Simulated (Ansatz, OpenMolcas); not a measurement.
How basis sets differ on CH3BClFO (SMILES OC(F)BCl)

CH3BClFO: 8 atoms, total charge 0, spin state singlet. SMILES: `OC(F)BCl`. The coordinates come from a PBE0-D4/def2-TZVP relaxation. This is one conformer, not always the lowest.

Each level gives the HOMO–LUMO gap (eV). The values are calculated.

| level | kind | program | value (eV) |
| --- | --- | --- | --- |
| HF/ANO-RCC-MB (DKH2) | Hartree–Fock | OpenMolcas | 14.11 |
| HF/STO-3G | Hartree–Fock | Ansatz | 15.36 |
| HF/3-21G | Hartree–Fock | OpenMolcas | 14.18 |
| HF/def2-SVP | Hartree–Fock | OpenMolcas | 14.30 |

The values span 14.11 to 15.36 eV. A Hartree–Fock LUMO above zero doesn't converge with the basis: it sinks as sets grow more diffuse. Orbital gaps aren't excitation energies.
